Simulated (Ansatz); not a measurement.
`CO[SiH](F)[GeH3]` + HCl → `F[SiH](Cl)[GeH3]` + CH₃OH at 700 K and 1 bar (ligand exchange at the Si–O bond).

Computed with Ansatz on PBE0-D4/def2-TZVP structures; ΔE is electronic, products minus reactants. CCSD(T)/CBS is the MP2 limit (def2-TZVPP, def2-QZVPP) plus CCSD(T) − MP2 in def2-TZVPP, frozen cores. This one scheme is used for every species. For Ge outer-core shells are correlated without core-valence functions, which leaves a few kJ/mol of doubt a bond. Scalar relativity is left out up to krypton. Each species was taken in one conformer, which may not be the lowest.

```tsv
species	CCSD(T)/CBS energy (Eh)	H − E (kJ/mol)	S (J/(mol·K))
`CO[SiH](F)[GeH3]`	-2582.51664	296.8	532.9
HCl	-460.38127	38.4	211.8
`F[SiH](Cl)[GeH3]`	-2927.27769	168.5	462.6
CH₃OH	-115.61712	170.8	288.5
```

H − E and S are ideal-gas, rigid-rotor, harmonic terms from PBE0-D4/def2-TZVP, for one conformer and one mirror image of each species. 1 Eh = 2625.50 kJ/mol, R = 8.31446 J/(mol·K).

By hand: ΔE, ΔH, ΔS and ΔG.

ΔE = (-2927.27769) + (-115.61712) − (-2582.51664) − (-460.38127) = 0.00310 Eh = 8.1 kJ/mol. Δ(H − E) = 168.5 + 170.8 − 296.8 − 38.4 = 4.1, so ΔH = 12.2 kJ/mol. ΔS = 462.6 + 288.5 − 532.9 − 211.8 = 6.4 J/(mol·K). ΔG = 12.2 − 700 × (6.4)/1000 = 7.7 kJ/mol.

By hand: the equilibrium constant, and the temperature at which ΔG would vanish if ΔH and ΔS stayed fixed.

log₁₀ K = −ΔG/(RT ln 10) = -0.6. ΔG = 0 at ΔH/ΔS = 1906 K, though so small a ΔS makes that figure unsure.

TΔS isn't small against ΔH here. A doubt of 5 kJ/mol in ΔE shifts log₁₀ K by 0.4 here. Other conformers and mirror images would add mixing entropy, several J/(mol·K) or more a flexible species. These are equilibria of isolated gas molecules and say nothing of rates. Largest T1 diagnostic: 0.012 (customary marks: 0.02 for closed shells, 0.045 for open ones).
